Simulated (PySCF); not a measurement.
BrHOSn, SMILES [OH][Sn][Br] (connectivity only; charge and spin as stated), neutral, multiplicity 1. Atoms are numbered in the order given.

```xyz
4

Sn     0.3453     0.8988     0.0000
Br    -0.0746    -1.6387     0.0000
O     -1.5559     1.4587     0.0000
H     -2.2046     0.7440     0.0000
```

Geometry: B3LYP-D3(BJ)/def2-TZVP. The def2 effective core potentials stand for the cores of Sn; spin–orbit coupling is left out. Other conformers were not sampled.

Method: M06-2X/def2-TZVPD (PySCF).

Mulliken values depend strongly on the basis, most of all with diffuse functions as here. ESP charges are fitted to the potential on shells at 1.4 to 2.0 van der Waals radii. Atomic charges (e):

```tsv
atom	Mulliken	ESP fit
Sn1	0.85	0.52
Br2	-0.41	-0.28
O3	-0.81	-0.58
H4	0.37	0.34
```
